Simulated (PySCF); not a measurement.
3-silyloxypropanenitrile (C3H7NOSi), SMILES N#CCCO[SiH3]. Heavy atoms are numbered as in [N:1]#[C:2][CH2:3][CH2:4][O:5][SiH3:6]. Hydrogens are named by the atom that carries them.

The structure is a stationary point at B3LYP-D3(BJ)/def2-SVP. The values are those of a single conformer.

Computed with PySCF with KT2/pcSseg-1.

GIAO shieldings, no solvent; atoms alike by connectivity are averaged. δ = σ(ref) − σ: ¹⁵N against NH3 (σ = 266.2 ppm); ¹³C against TMS (σ = 185.1 ppm); ¹⁷O against H2O (σ = 330.4 ppm); ²⁹Si against TMS (σ = 361.9 ppm); ¹H against TMS (σ = 31.47 ppm), references at their B3LYP-D3(BJ)/def2-TZVP geometries, non-relativistic.

```csv
atoms,nucleus,count,δ (ppm)
N1,¹⁵N,1,288.7
C2,¹³C,1,110.2
C4 (CH2),¹³C,1,[?]
C3 (CH2),¹³C,1,25.3
O5,¹⁷O,1,[?]
Si6 (SiH3),²⁹Si,1,[?]
H on Si6,¹H,3,5.25
H on C4,¹H,2,4.10
H on C3,¹H,2,[?]
```

Task: Complete the blanks. (The exact figures need the calculation; the answer reports its results.)

Result: 
- C4 (CH2), δ (ppm): 69.5
- Si6 (SiH3), δ (ppm): -25.7
- H on C3, δ (ppm): 2.74
- O5, δ (ppm): 30.1
